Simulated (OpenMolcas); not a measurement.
**Ni2+: moving the ligands**

Ni2+ with its 6 nearest fluoride ions at 2.092 Å, on the Ca site of CsCaF3 (a = 4.526 Å, distance in the model lattice 2.263 Å). The rest of the host is ab initio model potentials to 7.6 Å, with orthogonalisation functions on the cations behind the ligands, and point charges beyond; the distance is set by hand and nothing relaxes. Ligand basis ANO-RCC-VDZP.

| Property | Result |
| --- | --- |
| Program | OpenMolcas 26.06 |
| Method | CASSCF |
| Basis | ANO-RCC-VTZP [6s5p3d2f1g] |
| Scalar Hamiltonian | DKH2, point nucleus |
| Active space | 8 electrons in 5 orbitals (3d) |
| State averaging | 2S+1 = 3 even, 10 roots; 2S+1 = 1 even, 15 roots |
| Spin-orbit coupling | state interaction with AMFI integrals over the reference wave functions |

Runs around this geometry, states (labels of O, the rotations of Oh). Energies in cm-1 above the lowest state or level, χT in cm3 K/mol; 10Dq and B are least-squares fits to the states below 45000 cm-1, weighted by degeneracy, with a free offset, and given where the rms deviation is under 5 % of |10Dq| (or 100 cm-1) and under 700 cm-1.

```tsv
R (Å)	Ground state	First state of that spin	10Dq	B (rms of fit)	First gap with spin-orbit (degeneracies)	χT at 300 K	First state of another spin
2	3A2	3T2 6666	6495	1289 (82)	6400 (3, 2)	1.456	1E 18856
2.092	3A2	3T2 5128	4997	1293 (66)	4857 (3, 2)	1.594	1E 18589
2.263	3A2	3T2 3236	3162	1300 (43)	2959 (3, 2)	1.912	1E 18072
```

Taking |10Dq| as R^-n, n = -ln(3162 / 6495) / ln(2.263 / 2) = 5.8 between the shortest and longest distance. The point-charge formula for a cubic d site gives n = 5.

Without dynamic correlation the repulsion within the d shell is too large (B by tens of per cent), so at a given field states of lower spin stand too high. Ligand-to-metal charge-transfer states are missing. With no ligand orbital active B as a rule stays too high, so bands that hang on it stand too high and its fall with covalency is understated. With metal d orbitals alone and no dynamic correlation 10Dq can be off by a tenth to a fifth, either way, in oxide and fluoride hosts. No measured value stands beside these numbers; the geometry was set by hand and not optimised.
